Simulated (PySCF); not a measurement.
Shapes and spin states of [OsS2]+

Computed with PBE/[Os def2-SVP with ECP60, S def2-SVP], scalar-relativistic core potentials, density fitting, no spin–orbit coupling, PySCF.

Relaxations began from a few typed shapes and spin states; open shells are unrestricted. The search is not exhaustive: other isomers or separated fragments can lie lower, and high-lying points may rest on an excited occupation.

| spin | group | bonds | angles | imaginary modes (cm⁻¹) | ΔE (kJ/mol) | ΔE with ZPE (kJ/mol) |
| --- | --- | --- | --- | --- | --- | --- |
| doublet | C2v | Os–S 2.061 Å (×2) | S–Os–S 110.0° | none | 0.0 | 0.0 |
| quartet | C2v | Os–S 2.095 Å (×2) | S–Os–S 117.7° | none | 31.7 | 31.0 |
| doublet | C2v | Os–S 2.242 Å (×2), S–S 2.007 Å | Os–S–S 63.4° (×2), S–Os–S 53.2° | none | 130.9 | 130.1 |
| quartet | D∞h | Os–S 2.166 Å (×2) | S–Os–S 180.0° | 290i, 290i | 154.0 | – |
| quartet | Cs | Os–S 2.163 Å, S–S 1.943 Å | Os–S–S 112.3° | none | 177.7 | 176.4 |
| broken-symmetry Ms = 1/2 (⟨S²⟩ 1.87) | D∞h | Os–S 2.186 Å (×2) | S–Os–S 180.0° | 376i, 128i | 201.7 | – |

The lowest minimum found is the doublet C2v: Os–S 2.061 Å (×2); S–Os–S 110.0°.

Formally Os is in oxidation state +5, d3, with 1 unpaired electron (the high-spin count would be 3). The Mulliken spin on Os is 0.79. The polar-tensor charge on Os, 0.86, is far below the formal one.

For the lowest minimum: open d and f shells are described by one determinant, and the ground state may have another occupation or spin. Spin–orbit coupling, left out here, can matter for elements this heavy.

The electron or spin density has lower symmetry than the nuclear frame for the broken-symmetry Ms = 1/2 (⟨S²⟩ 1.87) D∞h at 201.7 kJ/mol.
